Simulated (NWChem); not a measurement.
System: MgNH₃Se; SMILES [SeH][Mg][NH2]

The following NWChem deck was run.

```
start job
memory heap 200 mb stack 900 mb global 1100 mb
geometry units angstroms noautoz
  Mg     0.138171    -0.993547     0.080809
  N      0.296280    -2.862305    -0.118565
  H      0.721922    -3.353277    -0.899616
  H     -0.030518    -3.570089     0.533010
  Se    -0.050914     1.419424     0.336838
  H     -1.350457     1.394814    -0.358698
end
basis spherical
  Mg library pcseg-2
  N library pcseg-2
  H library pcseg-2
  Se library pcseg-2
end
dft
  xc b3lyp
  iterations 150
  mulliken
end
task dft energy
```

NWChem printed, in part:

```
             Northwest Computational Chemistry Package (NWChem) 7.3.0
             --------------------------------------------------------

 C1  symmetry detected

                             Geometry "geometry" -> ""
                             -------------------------

 Output coordinates in angstroms (scale by  1.889725989 to convert to a.u.)

  No.       Tag          Charge          X              Y              Z
 ---- ---------------- ---------- -------------- -------------- --------------
    1 Mg                  12.0000     0.01653208     1.19666500    -0.00229827
    2 N                    7.0000     0.01336197     3.08265994     0.00194087
    3 H                    1.0000    -0.00117263     3.68553251     0.81961971
    4 H                    1.0000     0.02284184     3.68954614    -0.81286240
    5 Se                  34.0000     0.03315604    -1.23714853     0.00059482
    6 H                    1.0000    -1.44089341    -1.25062833    -0.01298790

 Effective nuclear repulsion energy (a.u.)     176.5487917739

                                 NWChem DFT Module
                                 -----------------

 Summary of "ao basis" -> "ao basis" (spherical)
 ------------------------------------------------------------------------------
       Tag                 Description            Shells   Functions and Types
 ---------------- ------------------------------  ------  ---------------------
 Mg                         pcseg-2                  9       19   5s3p1d
 N                          pcseg-2                 10       30   4s3p2d1f
 H                          pcseg-2                  6       14   3s2p1d
 Se                         pcseg-2                 15       43   6s5p3d1f

            General Information
            -------------------
          SCF calculation type: DFT
          Wavefunction type:  closed shell.
          No. of atoms     :     6
          No. of electrons :    56
           Alpha electrons :    28
            Beta electrons :    28
          Charge           :     0
          Spin multiplicity:     1
          Use of symmetry is: off; symmetry adaption is: off
          Maximum number of iterations: 150
          AO basis - number of functions:   134
                     number of shells:    52
          Convergence on energy requested:  1.00D-06
          Convergence on density requested:  1.00D-05
          Convergence on gradient requested:  5.00D-04

              XC Information
              --------------
                         B3LYP Method XC Potential
                     Hartree-Fock (Exact) Exchange  0.200
                        Slater Exchange Functional  0.800 local
                    Becke 1988 Exchange Functional  0.720 non-local
              Lee-Yang-Parr Correlation Functional  0.810
                  VWN I RPA Correlation Functional  0.190 local

             Grid Information
             ----------------
          Grid used for XC integration:  medium
          Radial quadrature: Mura-Knowles
          Angular quadrature: Lebedev.
          Tag              B.-S. Rad. Rad. Pts. Rad. Cut. Ang. Pts.
          ---              ---------- --------- --------- ---------
          Mg                  1.50       88          11.0       590
          N                   0.65       49          13.0       434
          H                   0.35       45          14.0       434
          Se                  1.15      112          13.0       590
          Grid pruning is: on
          Number of quadrature shells:   384
          Spatial weights used:  Erf1

      Superposition of Atomic Density Guess
      -------------------------------------

 Sum of atomic energies:       -2655.23559598

      Non-variational initial energy
      ------------------------------

 Total energy =   -2655.878357
 1-e energy   =   -4050.804760
 2-e energy   =    1218.377611
 HOMO         =      -0.303901
 LUMO         =      -0.073466

     ---------------------------------------------
      Total Density - Mulliken Population Analysis
     ---------------------------------------------

    Atom       Charge   Shell Charges
 -----------   ------   -------------------------------------------------------
    1 Mg  12    10.85   2.00  0.58  1.42  0.43  0.15  6.02  0.15  0.04  0.05
    2 N    7     8.13   2.00  0.62  0.72  0.17  1.77  2.08  0.77  0.00  0.00  0.00
    3 H    1     0.77   0.36  0.31  0.03  0.01  0.06  0.01
    4 H    1     0.77   0.36  0.31  0.03  0.01  0.06  0.01
    5 Se  34    34.67   2.00  2.00  1.19  0.75  0.85  1.06  6.00  5.93  0.92  2.77  1.16  9.73  0.28  0.02  0.00
    6 H    1     0.82   0.30  0.40  0.08  0.00  0.03  0.00

   convergence    iter        energy       DeltaE   RMS-Dens  Diis-err
 ---------------- ----- ----------------- --------- --------- ---------
 d= 0,ls=0.0,diis     1  -2658.3158391260 -2.83D+03  7.20D-03  9.95D-01
 d= 0,ls=0.0,diis     2  -2658.2189635064  9.69D-02  5.08D-03  1.46D+00
 d= 0,ls=0.0,diis     3  -2658.3782214073 -1.59D-01  1.27D-03  1.66D-01
 d= 0,ls=0.0,diis     4  -2658.3954457697 -1.72D-02  4.95D-04  6.95D-03
 d= 0,ls=0.0,diis     5  -2658.3961393019 -6.94D-04  1.84D-04  6.90D-04
  Resetting Diis
 d= 0,ls=0.0,diis     6  -2658.3962435491 -1.04D-04  3.16D-05  1.87D-05
 d= 0,ls=0.0,diis     7  -2658.3962464229 -2.87D-06  1.17D-05  1.70D-06
 d= 0,ls=0.0,diis     8  -2658.3962463549  6.80D-08  6.21D-06  2.25D-06

         Total DFT energy =    -2658.396246354879
      One electron energy =    -4053.919909328542
           Coulomb energy =     1330.840318461327
    Exchange-Corr. energy =     -111.865447261538
 Nuclear repulsion energy =      176.548791773874

 Numeric. integr. density =       55.999981846618

                       DFT Final Molecular Orbital Analysis
                       ------------------------------------

[...]
```

Level: B3LYP/pcseg-2. Structure relaxed at the PBE0/def2-SVP level.
